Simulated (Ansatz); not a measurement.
`B[SiH2]CS` + H–F → `B[SiH2]F` + CH₃SH at 298.15 K and 1 bar (ligand exchange at the Si–C bond).

Isolated molecules relaxed with PBE0-D4/def2-TZVP in Ansatz; ΔE leaves out vibrations. CCSD(T)/CBS adds triple-zeta CCSD(T) − MP2 to the extrapolated MP2 energy (def2 sets, frozen cores). This one scheme is used for every species. One conformer a species, not always the lowest.

```
    species  CCSD(T)/CBS energy (Eh)  H − E (kJ/mol)  S (J/(mol·K))
`B[SiH2]CS`               -753.86807           214.2          357.7
        H–F               -100.39570            33.5          173.6
 `B[SiH2]F`               -416.08532           118.3          289.1
      CH₃SH               -438.22835           133.0          253.2
```

H − E and S are ideal-gas, rigid-rotor, harmonic terms from PBE0-D4/def2-TZVP, for one conformer and one mirror image of each species. 1 Eh = 2625.50 kJ/mol, R = 8.31446 J/(mol·K).

Question: By hand: ΔE, ΔH, ΔS and ΔG.

Answer: ΔE = (-416.08532) + (-438.22835) − (-753.86807) − (-100.39570) = -0.04990 Eh = -131.0 kJ/mol. Δ(H − E) = 118.3 + 133.0 − 214.2 − 33.5 = 3.6, so ΔH = -127.4 kJ/mol. ΔS = 289.1 + 253.2 − 357.7 − 173.6 = 11.0 J/(mol·K). ΔG = -127.4 − 298.15 × (11.0)/1000 = -130.7 kJ/mol.

Question: By hand: the equilibrium constant, and the temperature at which ΔG would vanish if ΔH and ΔS stayed fixed.

Answer: log₁₀ K = −ΔG/(RT ln 10) = 22.9. ΔH and −TΔS have one sign here, so there is no such temperature.

The number of gas molecules stays the same, so ΔS is small and ΔH decides. A doubt of 5 kJ/mol in ΔE shifts log₁₀ K by 0.9 here. Other conformers and mirror images would add mixing entropy, several J/(mol·K) or more a flexible species. Modes under 60 cm⁻¹, often nearly free rotors, make the harmonic entropy too high. These are equilibria of isolated gas molecules and say nothing of rates. Largest T1 diagnostic: 0.012 (customary marks: 0.02 for closed shells, 0.045 for open ones).

ΔS is within the doubt of such terms, so its sign, and with it that verdict, could turn.
